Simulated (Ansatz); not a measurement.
Reaction (formal exchange of groups at the Si–N bond): `C=N[SiH](C)Cl` + `N=[C](S)[SnH3]` → `C[SiH](Cl)[SnH3]` + `C=NC(=N)S`

Gas-phase electronic energies from Ansatz, PBE0-D4/def2-TZVP geometries. CBS: MP2 limit from def2 TZ/QZ plus the TZ coupled-cluster correction, frozen cores. Functionals use def2-TZVPP. B3LYP here is the variant with VWN-RPA as its local correlation; programs differ in this. def2 core potentials past Kr. For Sn outer-core shells are correlated without core-valence functions, which leaves a few kJ/mol of doubt a bond. One conformer a species, not always the lowest.

| level | ΔE (kJ/mol) |
| --- | --- |
| B3LYP-D4 | 28.1 |
| B2PLYP | 31.5 |
| PBE0 | 14.2 |
| SCS-MP2/def2-QZVPP | 37.7 |

**Question.** What does CCSD(T)/CBS give? (Estimate.)

**Answer.** The calculation gave: +32.8 kJ/mol. The listed levels differ from it by -4.7, -1.3, -18.6, 4.9 kJ/mol.

Largest T1 diagnostic among the species: 0.015.
